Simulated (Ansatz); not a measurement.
```yaml
crystal:
  periodic: [false, false, false]
  atoms:
    - {symbol: C, position_ang: [1.824820, -0.287874, -2.384494]}
    - {symbol: N, position_ang: [1.319524, -0.351281, -1.098856]}
    - {symbol: C, position_ang: [1.925708, -1.321387, -0.324425]}
    - {symbol: In, position_ang: [-0.310197, 0.539791, -0.621081]}
    - {symbol: Cl, position_ang: [-1.104239, 1.913146, -2.208404]}
    - {symbol: N, position_ang: [-1.257247, 0.634158, 1.044368]}
    - {symbol: C, position_ang: [-2.439906, 1.341666, 1.159700]}
    - {symbol: C, position_ang: [-1.021438, -0.206449, 2.115078]}
    - {symbol: H, position_ang: [2.855587, -0.058551, -2.370533]}
    - {symbol: H, position_ang: [1.341472, 0.455162, -2.943469]}
    - {symbol: H, position_ang: [1.716160, -1.203245, -2.902036]}
    - {symbol: H, position_ang: [1.543508, -1.330285, 0.651898]}
    - {symbol: H, position_ang: [2.964931, -1.147435, -0.250855]}
    - {symbol: H, position_ang: [1.802775, -2.292831, -0.723806]}
    - {symbol: H, position_ang: [-3.280548, 0.705573, 1.239240]}
    - {symbol: H, position_ang: [-2.588214, 1.965971, 0.331150]}
    - {symbol: H, position_ang: [-2.427925, 1.951125, 2.022007]}
    - {symbol: H, position_ang: [-0.981155, 0.339752, 3.018169]}
    - {symbol: H, position_ang: [-1.776836, -0.937539, 2.229829]}
    - {symbol: H, position_ang: [-0.106791, -0.709456, 2.016528]}
basis:
  gaussian: {orbitals: def2-TZVPD, fitting: {mean_field: def2-universal-jkfit}}
magnetization: {spin_polarized: true, initial_magnetization: 2}
hamiltonian: {xc: {name: HF}}
correlation: {active_space: {window: {electrons: 3, orbitals: 2}}}
accuracy: high
```

```sh
$ ansatz run in.yaml --threads 4 --pin off --events-out ev --progress --plain --max-ram 66560MiB --backend cuda --devices 0, --max-vram 37GiB
```

Problem. How does Ansatz answer? (Best estimate.)

Solution. The calculation gave: The input was rejected before any iteration.
```
Error: invalid value for `correlation.active_space`: it starts from restricted Hartree–Fock orbitals; set hamiltonian.xc: hf without magnetization.spin_polarized
```
